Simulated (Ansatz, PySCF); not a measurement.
C2H8ClNOSi, SMILES CN(C)[SiH](O)Cl.

The structure is a stationary point at B3LYP-D3(BJ)/def2-SVP. The values are those of a single conformer.

Vertical ionisation energy (IE) and electron affinity (EA) in eV. Rows of orbital energies are one-electron estimates. Where ΔSCF, EOM or ADC give a negative EA the extra electron is unbound and the value depends on the basis.

```tsv
level	IE	EA
−ε(HOMO), −ε(LUMO), M06-2X/def2-TZVP (PySCF)	8.10	-1.33
ΔSCF, CAM-B3LYP/def2-SVPD (Ansatz), final states of multiplicity 2 and 2	(withheld)	(withheld)
```

Problem. What belongs in the gaps? (The exact figures need the calculation; the answer reports its results.)

Solution. 
- ΔSCF, CAM-B3LYP/def2-SVPD (Ansatz, an electronic-structure program), final states of multiplicity 2 and 2, IE: 8.85
- ΔSCF, CAM-B3LYP/def2-SVPD (Ansatz), final states of multiplicity 2 and 2, EA: -1.43

Problem. What vertical singlet–triplet gap does ΔSCF give with CAM-B3LYP/def2-SVPD (Ansatz)? (The exact figures need the calculation; the answer reports its results.)

Solution. 6.08 eV (triplet above singlet where positive).
